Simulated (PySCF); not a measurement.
# Static response to an electric field

BiF3.
Cartesian coordinates in Å at the PBE0-D3(BJ)/def2-SVP level; atoms count from 1:
```
atom  x, y, z in Å
Bi1    0.0002    0.0104    0.7771
F2     1.7294   -0.0393   -0.2596
F3    -0.8383    1.5129   -0.2755
F4    -0.8912   -1.4841   -0.2420
```

Level: B3LYP/def2-SVPD (PySCF), static field, nuclei fixed, core orbitals frozen in the response. The polarisability tensor in these axes (au):

```
x   41.37 -0.03  0.00
y   -0.03 41.39 -0.04
z    0.00 -0.04 37.13
```

What are the eigenvalues, a third of the trace, and Δα (Δα² = ½Σ(αi − αj)² over the three pairs)?

Principal values 37.13, 41.34 and 41.41 au; mean 39.96 au = 5.92 Å³ = 6.59 × 10⁻⁴⁰ C²·m²/J; Δα = 4.25 au (11 % of the mean).

What is the dipole moment, and where does it point?

(0.00, 0.07, 5.33) D, 5.33 D in size, pointing from the negative to the positive side. Measured along this direction, the outermost atoms are F4, F2 and F3 at the negative end and Bi1 at the positive end.

Rayleigh depolarisation ratio (linearly polarised light, static tensor)?

ρ = 3Δα²/(45ᾱ² + 4Δα²) = 54.1/(71871 + 72.1) = 0.000752.

In a dilute gas of rigid molecules at 350 K, how does the orientational term μ²/3kT compare with the electronic polarisability?

In Gaussian units μ²/3kT = 195.87 Å³ against 5.92 Å³, a ratio of 33.07; the Debye molar polarisation (4π/3)N_A(α + μ²/3kT) is 509.0 cm³/mol, leaving out the vibrational part.

In TDDFT the mean static polarisability is Σ f/ω² over all singlet excitations (ω in hartree). How much of it do the 10 lowest give? Their energies (eV) and oscillator strengths: 6.90, 0.0568; 6.91, 0.0559; 7.24, 0.1217; 7.27, 0.0017; 7.28, 0.0014; 7.34, 0.0010; 7.37, 0.0002; 7.41, 0.0186; 7.41, 0.0178; 7.54, 0.0000.

They add up to 4.02 au, 10.1 % of the 39.96 au; the largest single term is 1.72 au, from the state at 7.24 eV. Terms in order: 0.88, 0.87, 1.72, 0.02, 0.02, 0.01, 0.00, 0.25, 0.24, 0.00 au. Higher excitations give the rest. The strengths listed sum to 0.275.

Find the Langevin capture rate constant for NO+ (29.998 u) meeting this molecule (265.976 u), k = 2.342 × 10⁻⁹ cm³/s × √(α in Å³ / reduced mass in u).

The reduced mass is 26.96 u, so k = 1.10 × 10⁻⁹ cm³/s. The formula leaves out the permanent dipole, which adds to the capture rate.

Isolated species at its PBE0-D3(BJ)/def2-SVP geometry, gas phase. Atoms past krypton carry effective core potentials; spin–orbit coupling is left out.
